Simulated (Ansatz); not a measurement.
Several settings on one geometry of Al₇P₈H₂₄⁺, a nanocrystal cut from zinc blende AlP (hydrogen-capped) (that of the charge 1 singlet, r2SCAN-D4/def2-SVP). Ansatz on 2 threads of AMD EPYC 7R13 on a shared host and a share (18 GiB) of an NVIDIA H100 80GB HBM3; times are rough.

```xyz
39

Al   -2.903   -2.913    1.247
Al   -3.154    0.395   -1.655
Al    0.332   -3.101   -1.679
Al    0.000    0.001    0.924
Al    3.149   -0.389   -1.655
Al   -0.340    3.107   -1.681
Al    2.907    2.909    1.246
P    -1.340   -4.084   -0.145
P    -4.069   -1.368   -0.173
P    -1.377   -1.371    2.354
P    -1.416    1.422   -0.280
P     1.416   -1.422   -0.277
P     1.375    1.375    2.354
P     4.076    1.355   -0.161
P     1.353    4.078   -0.159
H    -3.768   -3.766    2.256
H    -4.328    1.452   -1.785
H    -2.431   -0.399   -2.817
H    -0.547   -2.322   -2.742
H     1.386   -4.253   -1.948
H     2.418    0.422   -2.800
H     4.317   -1.449   -1.809
H    -1.394    4.266   -1.924
H     0.521    2.335   -2.763
H     3.768    3.766    2.255
H    -2.137   -5.002   -0.884
H    -0.729   -5.014    0.739
H    -4.943   -2.182   -0.943
H    -5.040   -0.801    0.697
H    -2.102   -0.556    3.264
H    -0.567   -2.086    3.276
H    -2.092    2.126    0.760
H     2.093   -2.127    0.760
H     2.095    0.561    3.269
H     0.562    2.094    3.271
H     5.034    0.777    0.717
H     4.965    2.162   -0.922
H     0.752    5.021    0.718
H     2.157    4.981   -0.906
```

Totals from different functionals, basis sets or treatments of relativity can't be compared as stabilities.

The 6-31G sets use Cartesian d functions. Correlated methods freeze 75 core orbitals.

The spins typed aren't always the lowest for that charge.

**Question.** Give the basis size and estimate the energy, ⟨S²⟩ and time of these runs.

```
run                   method  charge    state                                               further keys
  1  UKS r2SCAN-rVV10/6-31G*       2  doublet  scf: {omitted_lower_state_checks: [starts]}; forces asked
  2   RKS B2GP-PLYP/def2-SVP       1  singlet  scf: {omitted_lower_state_checks: [starts]}; forces asked
  3   RKS CAM-B3LYP-D4/6-31G       1  singlet                                               forces asked
```

**Answer.** 
| run | functions | energy (Eh) | ⟨S²⟩ | wall time |
| --- | --- | --- | --- | --- |
| 1 | 333 | -4440.9521 | 0.75 | 29 s |
| 2 | 390 | -4438.3326 | – | 16 s |
| 3 | 243 | -4441.8342 | – | 8.5 s |
